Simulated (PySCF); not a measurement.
A geometry optimisation, step by step.

Species: In(NH2Me)H3, CH8InN.
Bonds: In1–N2, N2–C3. Hydrogens: H9, H10, H11 on In1; H4, H5 on N2; H6, H7, H8 on C3.

Method: PBE0-D3(BJ)/def2-SVP geometry optimisation, gas phase, def2 core potentials past Kr (PySCF 2.14.0); density fitting, grid level 1; the optimiser is geomeTRIC in internal coordinates, started from a GFN2-xTB structure with every atom displaced at random (about 0.03 Å). The frame can shift and turn from step to step; on so coarse a grid that alone can change the energy by a few meV, and forces under 0.02 eV/Å are noise.

Step 0: E = -7825.2398 eV, largest atomic force 3.422 eV/Å
```
atom  x, y, z in Å  |  force x, y, z in eV/Å
In1    -0.168   -0.449   -1.708   -1.618   0.872  -0.187
N2     -0.287   -0.476    0.610    1.698  -0.784   0.247
C3      0.363    0.696    1.142    3.306  -0.422   0.776
H4      0.271   -1.312    0.939   -1.356   0.929  -0.376
H5     -1.242   -0.501    0.917   -0.658  -0.514   0.268
H6      0.416    0.726    2.255   -0.255  -0.018  -0.327
H7      1.479    0.698    0.801   -1.746  -0.073   0.429
H8     -0.018    1.623    0.785   -0.877   0.929  -0.551
H9      1.444   -0.356   -1.853    1.717   0.015  -0.127
H10    -1.064    1.085   -1.858    0.152  -0.212   0.014
H11    -1.095   -1.818   -2.000   -0.364  -0.723  -0.167
```

Step 1: E = -7825.5851 eV, largest atomic force 0.373 eV/Å
```
atom  x, y, z in Å  |  force x, y, z in eV/Å
In1    -0.196   -0.434   -1.751   -0.110   0.032  -0.084
N2     -0.256   -0.468    0.634    0.224   0.271  -0.126
C3      0.408    0.709    1.181    0.228   0.187   0.152
H4      0.228   -1.309    0.935   -0.105  -0.208   0.090
H5     -1.223   -0.525    0.951    0.010  -0.104  -0.006
H6      0.427    0.739    2.285   -0.152  -0.005  -0.024
H7      1.454    0.739    0.846   -0.020  -0.087  -0.108
H8     -0.066    1.625    0.799   -0.092  -0.052   0.042
H9      1.556   -0.384   -1.926   -0.231  -0.093   0.048
H10    -1.061    1.085   -1.879    0.052   0.016  -0.010
H11    -1.174   -1.863   -2.044    0.199   0.042   0.026
```

Step 2: E = -7825.6041 eV, largest atomic force 0.166 eV/Å
```
atom  x, y, z in Å  |  force x, y, z in eV/Å
In1    -0.206   -0.425   -1.760   -0.116   0.058   0.003
N2     -0.242   -0.461    0.630    0.095   0.092  -0.100
C3      0.417    0.716    1.189   -0.048   0.041   0.069
H4      0.227   -1.315    0.928   -0.023  -0.068   0.050
H5     -1.209   -0.528    0.946    0.001  -0.024  -0.018
H6      0.414    0.735    2.292   -0.029   0.014   0.002
H7      1.459    0.747    0.847    0.046  -0.009  -0.045
H8     -0.079    1.623    0.812    0.009  -0.037   0.036
H9      1.535   -0.411   -1.921   -0.071  -0.048   0.009
H10    -1.061    1.096   -1.895    0.044   0.014  -0.008
H11    -1.158   -1.862   -2.037    0.092  -0.033   0.003
```

Step 3: E = -7825.6101 eV, largest atomic force 0.110 eV/Å
```
atom  x, y, z in Å  |  force x, y, z in eV/Å
In1    -0.219   -0.419   -1.767   -0.098   0.042   0.031
N2     -0.232   -0.454    0.623    0.030   0.000  -0.027
C3      0.421    0.720    1.200   -0.061  -0.050  -0.003
H4      0.227   -1.315    0.921    0.009   0.021   0.007
H5     -1.200   -0.527    0.934   -0.009   0.018  -0.014
H6      0.406    0.728    2.302    0.026  -0.003   0.006
H7      1.464    0.756    0.855   -0.005   0.017   0.015
H8     -0.083    1.626    0.834    0.021   0.003   0.002
H9      1.514   -0.430   -1.924    0.039  -0.019  -0.015
H10    -1.059    1.106   -1.917    0.021   0.005  -0.003
H11    -1.141   -1.875   -2.030    0.027  -0.036   0.000
```

Step 4: E = -7825.6116 eV, largest atomic force 0.061 eV/Å
```
atom  x, y, z in Å  |  force x, y, z in eV/Å
In1    -0.226   -0.417   -1.771   -0.042   0.020   0.022
N2     -0.229   -0.449    0.618   -0.001  -0.011   0.002
C3      0.421    0.720    1.206   -0.048  -0.037  -0.003
H4      0.227   -1.312    0.916    0.009   0.020  -0.008
H5     -1.198   -0.523    0.926   -0.006   0.016  -0.011
H6      0.404    0.719    2.308    0.024  -0.004   0.004
H7      1.464    0.762    0.864    0.009   0.014   0.012
H8     -0.082    1.629    0.848    0.009   0.009  -0.005
H9      1.508   -0.439   -1.934    0.034  -0.006  -0.015
H10    -1.059    1.110   -1.928    0.008   0.001   0.000
H11    -1.132   -1.885   -2.022    0.005  -0.021   0.002
```

Step 5: E = -7825.6122 eV, largest atomic force under 0.02 eV/Å
```
atom  x, y, z in Å  |  force x, y, z in eV/Å
In1    -0.230   -0.416   -1.773    0.010  -0.002   0.003
N2     -0.228   -0.445    0.614   -0.008   0.000   0.015
C3      0.419    0.720    1.211   -0.001  -0.006  -0.001
H4      0.228   -1.308    0.910    0.002   0.003  -0.010
H5     -1.199   -0.519    0.918   -0.001   0.005  -0.007
H6      0.404    0.709    2.314    0.007  -0.003   0.000
H7      1.464    0.766    0.872   -0.005   0.002   0.004
H8     -0.082    1.633    0.860   -0.002   0.003  -0.002
H9      1.506   -0.444   -1.947    0.005   0.001  -0.007
H10    -1.058    1.112   -1.936   -0.002  -0.001   0.001
H11    -1.125   -1.893   -2.013   -0.004  -0.003   0.003
```

Step 6: E = -7825.6123 eV, largest atomic force under 0.02 eV/Å
```
atom  x, y, z in Å  |  force x, y, z in eV/Å
In1    -0.229   -0.416   -1.773    0.014  -0.004  -0.002
N2     -0.229   -0.444    0.613   -0.004   0.005   0.010
C3      0.419    0.720    1.213    0.003   0.001   0.002
H4      0.227   -1.307    0.908   -0.001  -0.003  -0.005
H5     -1.200   -0.518    0.916    0.000   0.001  -0.005
H6      0.404    0.706    2.316    0.000  -0.001   0.000
H7      1.463    0.767    0.875    0.001   0.000  -0.002
H8     -0.082    1.634    0.864   -0.003  -0.001   0.001
H9      1.507   -0.445   -1.952   -0.003   0.002  -0.002
H10    -1.057    1.111   -1.938   -0.003  -0.001   0.000
H11    -1.124   -1.895   -2.009   -0.003   0.002   0.003
```

Q: Summarise the path.

A: The energy falls by 35.95 kJ/mol from step 0 to step 6; nine tenths of that is first reached at step 1. It falls at every step. The largest force goes from 3.422 to under 0.02 eV/Å. Among the bonds In1–H9 changes most, from 1.621 to 1.746 Å; the atoms move by 0.089 Å rms after alignment.

Q: Follow the three bonds and two angles with the largest change from start to end.

A: 
| step | E above end (kJ/mol) | largest force (eV/Å) | In1–H9 (Å) | C3–H7 (Å) | In1–H11 (Å) | H4–N2–H5 (°) | H9–In1–H11 (°) |
| --- | --- | --- | --- | --- | --- | --- | --- |
| 0 | 35.95 | 3.422 | 1.621 | 1.167 | 1.679 | 112.8 | 125.5 |
| 1 | 2.63 | 0.373 | 1.762 | 1.100 | 1.756 | 108.3 | 124.1 |
| 2 | 0.80 | 0.166 | 1.748 | 1.097 | 1.746 | 106.9 | 122.3 |
| 3 | 0.22 | 0.110 | 1.740 | 1.099 | 1.743 | 106.1 | 120.5 |
| 4 | 0.07 | 0.061 | 1.742 | 1.099 | 1.743 | 106.0 | 119.6 |
| 5 | 0.01 | under 0.02 | 1.745 | 1.099 | 1.744 | 106.1 | 118.9 |
| 6 | 0.00 | under 0.02 | 1.746 | 1.099 | 1.744 | 106.1 | 118.8 |

What follows is the cost of the whole optimisation. On one thread, Intel Xeon Platinum 8488C (x86_64), shared host with 192 logical CPUs at a one-minute load of 7.0, this took 23 s of wall time and 0.38 GiB of memory at its peak.
